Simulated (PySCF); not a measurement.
## Basis and Hamiltonian dependence of the excitation energy of Ne⁺

Ne⁺ [He] 2s2 2p5 (2P) → Ne⁺ [He] 2s1 2p6 (2S). Calculated with PySCF 2.14 from differences of total energies of unrestricted determinants, without spin-orbit coupling. Values in eV.

| basis | Hamiltonian | functions | UHF | r2SCAN | PBE0 | MP2 (valence) | CCSD(T) (valence) | CCSD(T) (valence and next inner shell) |
| --- | --- | --- | --- | --- | --- | --- | --- | --- |
| aug-cc-pVDZ | non-relativistic | 23 | 29.694 | 25.746 | 25.187 | 27.686 | 27.009 | n/a |
| ANO-RCC-VTZP | spin-free X2C | 30 | 29.701 | 25.740 | 25.179 | 27.593 | 27.082 | 27.034 |
| x2c-TZVPPall | spin-free X2C | 31 | 29.692 | 25.728 | 25.167 | 27.639 | 27.165 | 27.129 |
| dyall-av2z | non-relativistic | 42 | 29.507 | 25.545 | 24.996 | 27.469 | 26.823 | n/a |
| aug-cc-pVTZ | non-relativistic | 46 | 29.600 | 25.641 | 25.082 | 27.505 | 26.874 | n/a |
| aug-cc-pVTZ-DK | spin-free X2C | 46 | 29.749 | 25.788 | 25.229 | 27.651 | 27.013 | n/a |
| x2c-QZVPPall | spin-free X2C | 57 | 29.696 | 25.734 | 25.174 | 27.579 | 27.058 | 27.008 |
| aug-cc-pCVTZ-DK | spin-free X2C | 59 | 29.744 | 25.777 | 25.222 | 27.658 | 27.025 | 26.961 |
| def2-QZVPPD | non-relativistic | 66 | 29.548 | 25.588 | 25.029 | 27.428 | 26.818 | 26.770 |
| dyall-av3z | non-relativistic | 71 | 29.541 | 25.576 | 25.022 | 27.479 | 26.864 | n/a |
| x2c-QZVPPall with one added diffuse shell each of s, p, d, f type | spin-free X2C | 73 | 29.697 | 25.736 | 25.175 | 27.574 | 26.955 | 26.906 |
| dyall-acv3z | spin-free X2C | 76 | 29.690 | 25.723 | 25.167 | 27.623 | 27.001 | 26.950 |
| aug-cc-pVQZ with one added diffuse shell each of s, p, d, f, g type | non-relativistic | 105 | 29.560 | 25.604 | 25.042 | 27.441 | n/a | n/a |
| aug-cc-pwCVQZ | non-relativistic | 109 | 29.560 | 25.598 | 25.040 | 27.449 | n/a | n/a |

Frozen in the all-electron rows: valence: 1s2; valence and next inner shell: nothing.

Reference for a calculation without spin-orbit coupling: 26.878 eV (measured, between term centres; NIST).
